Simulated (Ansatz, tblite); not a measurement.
Spin states of KBi2, each relaxed with r2SCAN-D4/def2-TZVP in Ansatz. Electronic energies in the gas phase.

In the def2 sets Bi takes a core potential; there is no spin–orbit coupling. The xTB rows come from tblite. HSE06 is defined as in plane-wave codes, on full-range PBE exchange. Correlated methods freeze 13 core orbitals; core or outer-core shells of K, Bi are correlated, in sets that lack core-valence functions. The structure comes from a short search, and lower isomers may exist.

Doublet geometry:

```xyz
3

K    -0.2846   -1.6364   -1.3469
Bi    1.3309    0.2626    1.0857
Bi   -1.0464    1.3738    0.2611
```

Quartet geometry (C2v within 0.1 Å):

```xyz
3

K    -1.9638   -0.1439    0.8077
Bi    1.2875   -1.2933    0.1037
Bi    0.6763    1.4372   -0.9114
```

⟨S²⟩: doublet 0.76 at PBE0-D4/def2-TZVP (pure 0.75), quartet 3.76 at PBE0-D4/def2-TZVP (pure 3.75).

Run but left out: HF/def2-TZVP, HF/def2-TZVPP, r2SCAN0-D4/def2-TZVP, PBE-QIDH/def2-TZVP, MP2/def2-TZVP, MP2/def2-TZVPP, CCSD/def2-TZVPP, CCSD(T)/def2-TZVPP (doublet: ⟨S²⟩ 1.08 to 1.51, where a pure state has 0.75).

Only these spin states were relaxed.

```json
{"level": "GFN1-xTB", "quartet − doublet (kcal/mol)": "37.8", "lowest of these": "doublet", "remarks": "–"}
{"level": "GFN2-xTB", "quartet − doublet (kcal/mol)": "33.5", "lowest of these": "doublet", "remarks": "–"}
{"level": "PBE-D4/def2-TZVP", "quartet − doublet (kcal/mol)": "20.7", "lowest of these": "doublet", "remarks": "–"}
{"level": "r2SCAN-D4/def2-TZVP", "quartet − doublet (kcal/mol)": "15.8", "lowest of these": "doublet", "remarks": "spin-contaminated (⟨S²⟩ 0.87) (doublet)"}
{"level": "r2SCANh-D4/def2-TZVP", "quartet − doublet (kcal/mol)": "15.0", "lowest of these": "doublet", "remarks": "spin-contaminated (⟨S²⟩ 0.96) (doublet)"}
{"level": "PBE0-D4/def2-TZVP", "quartet − doublet (kcal/mol)": "16.5", "lowest of these": "doublet", "remarks": "–"}
{"level": "HSE06-D4/def2-TZVP", "quartet − doublet (kcal/mol)": "16.6", "lowest of these": "doublet", "remarks": "–"}
{"level": "RPA@PBE/def2-TZVP", "quartet − doublet (kcal/mol)": "19.9", "lowest of these": "doublet", "remarks": "–"}
```

Change of the quartet − doublet gap on mixing in exact exchange, in kcal/mol: PBE to PBE0 (25 % exact exchange) -4.2; r2SCAN to r2SCANh (10 % exact exchange) -0.9.

The xTB methods have no term that favours high spin, so they put low spin too low.
